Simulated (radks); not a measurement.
Values are calculated unless marked as measured or tabulated.
Orbital eigenvalues (eV) of neutral magnesium, [Ne] 3s2, of relativity; Dirac values are averaged over j with weights 2j + 1. Spin-unpolarised spherical Kohn-Sham, PBE, point nucleus unless stated (finite: rms radius 3.057 fm), a radial shooting solver on a logarithmic mesh with Libxc functionals. A level marked "c x" has the speed of light scaled by that factor.

| shell | non-rel. |
|---|---|
| 1s | -1257.2 |
| 2s | -79.552 |
| 2p | -46.656 |
| 3s | -4.6989 |
| 3p (empty) | -1.3372 |

Give the values at the level "Dirac, c x 0.75".

Answer. 
shell       Dirac, c x 0.75  change of magnitude (%)
1s                  -1261.5                    +0.34
2s                  -80.066                    +0.65
2p                  -46.572                    -0.18
3s                  -4.7105                    +0.25
3p (empty)          -1.3242                    -0.97
